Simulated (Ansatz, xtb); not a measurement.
**Relaxing a trial structure of C4H9AlS**

The starting geometry of this gas-phase singlet was built from a drawn formula by distance geometry and a force field; its bonds are those of `C=[CH][Al]([CH3])[CH2]S`.

```json
{"atom": "C", "x (Å)": "0.8220", "y (Å)": "-2.2163", "z (Å)": "1.9599"}
{"atom": "C", "x (Å)": "1.2579", "y (Å)": "-2.1458", "z (Å)": "0.7134"}
{"atom": "C", "x (Å)": "1.2254", "y (Å)": "-0.8551", "z (Å)": "-2.4842"}
{"atom": "C", "x (Å)": "-0.9969", "y (Å)": "0.3179", "z (Å)": "-0.1304"}
{"atom": "Al", "x (Å)": "0.5076", "y (Å)": "-0.8811", "z (Å)": "-0.6109"}
{"atom": "S", "x (Å)": "-2.4333", "y (Å)": "-0.6852", "z (Å)": "0.3564"}
{"atom": "H", "x (Å)": "0.0496", "y (Å)": "-1.5496", "z (Å)": "2.3033"}
{"atom": "H", "x (Å)": "1.2402", "y (Å)": "-2.8887", "z (Å)": "2.6806"}
{"atom": "H", "x (Å)": "2.0413", "y (Å)": "-2.8154", "z (Å)": "0.4402"}
{"atom": "H", "x (Å)": "0.6566", "y (Å)": "-0.1221", "z (Å)": "-3.0733"}
{"atom": "H", "x (Å)": "1.1230", "y (Å)": "-1.8763", "z (Å)": "-2.8851"}
{"atom": "H", "x (Å)": "2.3296", "y (Å)": "-0.6151", "z (Å)": "-2.4587"}
{"atom": "H", "x (Å)": "-1.2539", "y (Å)": "0.9499", "z (Å)": "-0.9824"}
{"atom": "H", "x (Å)": "-0.6665", "y (Å)": "0.9619", "z (Å)": "0.7208"}
{"atom": "H", "x (Å)": "-3.2414", "y (Å)": "0.4743", "z (Å)": "0.6366"}
```

Task: Predict what becomes of its bonds when it is optimised with r2SCAN-D4/def2-SVP.

Result: A new bond forms, giving a structure given below by its coordinates. Contacts that close: Al5–S6 (3.10 → 2.56 Å).

The energy falls by 0.48 eV over 59 steps:

```csv
step,E − E(last) (eV)
1,0.483
7,0.197
14,0.196
20,0.194
27,0.191
33,0.188
40,0.126
46,0.036
53,0.003
59,0.000
```

Final geometry (Å):

```xyz
15

C     1.2283   -1.8095    2.1490
C     1.1960   -2.0740    0.8288
C     0.8071   -0.8683   -2.3792
C    -0.9759    0.3825    0.2277
Al    0.3397   -0.8960   -0.4765
S    -2.2184   -0.9341   -0.3020
H     0.7535   -0.9145    2.5762
H     1.7245   -2.4642    2.8798
H     1.7108   -2.9986    0.5190
H     1.8340   -0.4876   -2.5260
H     0.1437   -0.2288   -2.9861
H     0.7879   -1.8785   -2.8238
H    -1.2610    1.3452   -0.2188
H    -1.1030    0.4470    1.3194
H    -2.3060   -0.5673   -1.6018
```

From the same start GFN2-xTB reaches the same bonding as this run.

No frequencies were run, so the end isn't proven a minimum. Run with Ansatz 0.2.0, 4.2 min on 2 threads of Intel(R) Xeon(R) Platinum 8259CL CPU @ 2.50GHz (Skylake/Cascade Lake), with other jobs on the host.
